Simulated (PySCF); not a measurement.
## Optical rotation: `InChI=1S/C6H5F/c1-3-6(2)4-5-7/h1,5H,2H3`

Molfile (atoms numbered from 1):
```
C6H5F
     RDKit          3D

 12 11  0  0  0  0  0  0  0  0999 V2000
   -2.3587    1.6801    0.4415 C   0  0  0  0  0  0  0  0  0  0  0  0
   -1.5474    0.7871    0.3162 C   0  0  0  0  0  0  0  0  0  0  0  0
   -0.6308   -0.3034    0.1659 C   0  0  0  0  0  0  0  0  0  0  0  0
   -1.2182   -1.6853    0.0291 C   0  0  0  0  0  0  0  0  0  0  0  0
    0.6718   -0.0777    0.1530 C   0  0  0  0  0  0  0  0  0  0  0  0
    1.9569    0.1474    0.0879 C   0  0  0  0  0  0  0  0  0  0  0  0
    2.7602    0.1556    1.1543 F   0  0  0  0  0  0  0  0  0  0  0  0
   -3.0647    2.4822    0.5549 H   0  0  0  0  0  0  0  0  0  0  0  0
   -1.8284   -1.9248    0.9136 H   0  0  0  0  0  0  0  0  0  0  0  0
   -1.8813   -1.7289   -0.8487 H   0  0  0  0  0  0  0  0  0  0  0  0
   -0.4280   -2.4392   -0.0772 H   0  0  0  0  0  0  0  0  0  0  0  0
    2.4899    0.3510   -0.8476 H   0  0  0  0  0  0  0  0  0  0  0  0
  1  2  3  0
  2  3  1  0
  3  4  1  0
  3  5  2  0
  5  6  2  0
  6  7  1  0
  1  8  1  0
  4  9  1  0
  4 10  1  0
  4 11  1  0
  6 12  1  0
M  END
```

Computed, not measured: TDDFT CAM-B3LYP/def2-TZVPD circular dichroism and optical rotation, one conformer, gas phase in PySCF. Geometry: PBE0-D3(BJ)/def2-SVP.

No stereocentre is labelled: unless the shape is locked (an allene, a helicene, a hindered biaryl), the mirror image is equally populated and a measured rotation or CD is zero.

(1) Give the optical rotatory dispersion at 633, 589.3, 546, 436, 405, 365, 355 nm.

(2) And for the mirror image at 589.3 nm?

(3) What is the molar rotation [Φ] = [α]·M/100 of the geometry above at 589.3 nm?

Answers

(1) [α] in deg dm⁻¹ (g/mL)⁻¹:
| λ (nm) | origin-invariant length gauge | modified velocity gauge | length gauge (centre of mass) | isotropic polarisability (au) |
| --- | --- | --- | --- | --- |
| 633 | +67.4 | +64.3 | +66.9 | 82.9 |
| 589.3 | +79.8 | +76.2 | +79.2 | 83.5 |
| 546 | +96.0 | +91.8 | +95.4 | 84.2 |
| 436 | +173.7 | +166.3 | +172.6 | 87.3 |
| 405 | +215.8 | +206.8 | +214.5 | 88.9 |
| 365 | +302.6 | +290.4 | +300.8 | 91.8 |
| 355 | +334.1 | +320.8 | +332.2 | 92.7 |

(2) -79.8 deg dm⁻¹ (g/mL)⁻¹ (origin-invariant length gauge): the same size and the opposite sign.

(3) With M = 96.10 g/mol, +76.7 deg cm² dmol⁻¹ (origin-invariant length gauge).

The first excitation lies at 4.70 eV (264 nm) with R = +1.1 × 10⁻⁴⁰ esu² cm² (velocity form).
